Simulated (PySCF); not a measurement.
C13H10O, SMILES O=Cc1ccccc1-c1ccccc1 at its GFN2-xTB optimised geometry (Å):

```
24

O     -3.1264    -0.7650     0.0855
C     -1.9412    -0.6732    -0.1196
C     -1.1623     0.5654     0.0000
C     -1.8542     1.7776     0.0390
C     -1.1763     2.9786     0.0543
C      0.2108     2.9808     0.0244
C      0.9087     1.7872     0.0000
C      0.2418     0.5654     0.0000
C      1.0228    -0.6802     0.0498
C      0.7541    -1.6467     1.0169
C      1.5095    -2.8030     1.0799
C      2.5395    -3.0117     0.1777
C      2.8160    -2.0549    -0.7846
C      2.0680    -0.8935    -0.8452
H     -1.3553    -1.5505    -0.4546
H     -2.9337     1.7440     0.0436
H     -1.7204     3.9106     0.0848
H      0.7500     3.9167     0.0289
H      1.9892     1.7941     0.0036
H     -0.0388    -1.4762     1.7314
H      1.2942    -3.5432     1.8363
H      3.1264    -3.9167     0.2260
H      3.6172    -2.2145    -1.4912
H      2.2765    -0.1530    -1.6040
```

Calculation: CAM-B3LYP/def2-SVP (PySCF). Cells within 0.4 Å of a nucleus heavier than hydrogen are left out (blank, or x).

Map of the HOMO amplitude (bohr^(-3/2)) on the plane z = 1.0 Å; orbital energy -8.08 eV, overall sign arbitrary:

```
|444444444444444444444444444|
|444444444444444444444444444|
|444444444444444444444444444|
|444444444555544444444444444|
|444444445555554444444444444|
|444444455666655444444444444|
|444444555688765544444444444|
|444444556788765444444444444|
|444444556776554334444444444|
|444445556665432123444444444|
|444445555554321123444444444|
|444445554433211234444444444|
|444455554322212355554444444|
|444455654322234566655444444|
|444456665433345897655444444|
|444455655443346997654444444|
|44444444444432xx96544444444|
|44444444444431xx65333344444|
|444444444444322342112334444|
|4444444444444445xx001234444|
|444444444444445675211334444|
|444444444444445565433344444|
|444444444444445555544444444|
|444444444444444555544444444|
|444444444444444444444444444|
|444444444444444444444444444|
|444444444444444444444444444|
```
Scale: ten equal steps from -0.073 (start of '0') to 0.081 (end of '9'), in the order '0123456789'; x runs from -6.00 to 6.00, y from -6.00 (bottom) to 6.00 (top).
